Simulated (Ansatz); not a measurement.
```xyz
7

N    -0.073   -1.979   -0.221
C     0.166   -0.752   -0.241
S     1.618    0.117   -0.911
Si   -0.012    1.043    0.027
Cl    0.196    1.855    1.878
H    -0.967   -2.170    0.230
H    -0.928    1.887   -0.762
```

Total charge 0; spin multiplicity 1.

(1) List the B3LYP/def2-TZVPP orbital energies in eV (Ansatz 0.2.0). (An estimate is asked.)

Results:

(1) The calculation gave: Occupied: -2763.16, -2418.36, -1801.04, -389.78, -279.15, -257.91, -216.36, -196.93, -196.80, -196.79, -160.88, -160.84, -160.75, -145.43, -100.79, -100.76, -100.71, -25.33, -23.36, -21.55, -15.47, -15.09, -13.07, -11.71, -10.75, -10.33, -10.19, -9.74, -8.97, -7.48, -7.03. Lowest empty: -1.58, -0.86, -0.66, 0.43, 1.06, 1.69, 2.34, 2.98.

B3LYP here is the variant with VWN-RPA as its local correlation; programs differ in this.
